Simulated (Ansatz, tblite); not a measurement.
Cost and result up the ladder for Ga3H2 (the lowest doublet isomer of a short search) (5 atoms). The state is a doublet with charge 0. Geometry: r2SCAN-D4/def2-SVP.

```xyz
5

Ga   -1.091   -0.706   -0.408
Ga    1.120   -1.696   -0.256
Ga    1.135    0.642    0.398
H     1.466    2.122    0.873
H    -2.630   -0.361   -0.607
```

Ansatz on 4 threads of Arm Neoverse V2 on a shared host; xTB runs through tblite on one thread. Times are rough, summed over both states, and most runs start from the orbitals of an earlier one. PBE0-D4/def2-TZVP serves as the yardstick here, not as an exact answer. The other state is a singlet.

The xTB rows come from tblite. The structure comes from a short search, and lower isomers may exist.

Raw xTB energies of ions are shifted by several eV, and xTB has no spin-polarisation term.

```json
{"level": "GFN2-xTB", "functions": "29", "wall time": "0.004 s"}
{"level": "GFN1-xTB", "functions": "31", "wall time": "0.006 s"}
{"level": "PBE-D4/def2-TZVP", "functions": "156", "wall time": "3.8 s"}
{"level": "PBE0-D4/def2-TZVP", "functions": "156", "wall time": "6.7 s"}
{"level": "r2SCAN-D4/def2-TZVP (with forces)", "functions": "156", "wall time": "11 s"}
```

Problem. Estimate what each level gives for the vertical IE (eV).

Solution. 
```json
{"level": "GFN2-xTB", "vertical IE (eV)": "9.77", "difference from PBE0-D4/def2-TZVP (eV)": "2.70"}
{"level": "GFN1-xTB", "vertical IE (eV)": "10.26", "difference from PBE0-D4/def2-TZVP (eV)": "3.19"}
{"level": "PBE-D4/def2-TZVP", "vertical IE (eV)": "7.10", "difference from PBE0-D4/def2-TZVP (eV)": "0.03"}
{"level": "PBE0-D4/def2-TZVP", "vertical IE (eV)": "7.07", "difference from PBE0-D4/def2-TZVP (eV)": "0.00"}
{"level": "r2SCAN-D4/def2-TZVP (with forces)", "vertical IE (eV)": "7.26", "difference from PBE0-D4/def2-TZVP (eV)": "0.19"}
```
